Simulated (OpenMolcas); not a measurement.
Re5+ among 8 point charges of -1.2 e arranged as a cube (Oh), 2 Å from the ion.

```yaml
Program: OpenMolcas
Method: "SS-CASPT2, IPEA 0.25 Eh, imaginary shift 0.1 Eh (closed shells correlated: 5s 5p)"
Basis: ANO-RCC-VTZP [8s7p5d3f2g1h]
Scalar_Hamiltonian: DKH2, point nucleus
Active_space: 2 electrons in 5 orbitals (5d)
State_averaging: 2S+1 = 3 even, 10 roots; 2S+1 = 1 even, 15 roots
Spin-orbit_coupling: state interaction with AMFI integrals over the reference wave functions
```

Task: What is the spin-free ground state (labels of O, the rotations of Oh)?

Result: 3A2, 1-fold in its orbital part, 100 % from free-ion F terms; it has the highest spin that d2 allows.

Task: Where is the first state of the same spin?

Result: 3T2 at 5520 cm-1 above the ground state.

Task: What are the lowest two levels with spin-orbit coupling?

Result: A 3-fold level T2, then a 2-fold level E 2700 cm-1 above it. Their leading multiplicities are 3 (93 %) and 3 (82 %).

Task: What is χT at 300 K, and how does it compare with the textbook value?

Result: The lowest level has 2S+1 = 3, for which the spin-only value is χT = S(S+1) / 2 = 1.000 cm3 K/mol (g = 2). The computed 0.064 at 300 K differs by -0.936, through orbital momentum, spin-orbit coupling and any other state in reach.

Roots that are degenerate in the reference are averaged as groups; the widest CASPT2 spread within a group is 200 cm-1 (the 3-fold group of multiplicity 3 near 5520 cm-1 above the lowest state of its run). Shifts and gaps below about the spread of the groups concerned are not significant. Spin-orbit coupling mixes the spin-free states strongly: the lowest level takes only 53 % from its leading state, 3A2. Free-ion shares, where given, are those of the reference states; single-state CASPT2 does not remix them. This is an electrostatic model: the charges have no orbitals. No measured value stands beside these numbers.
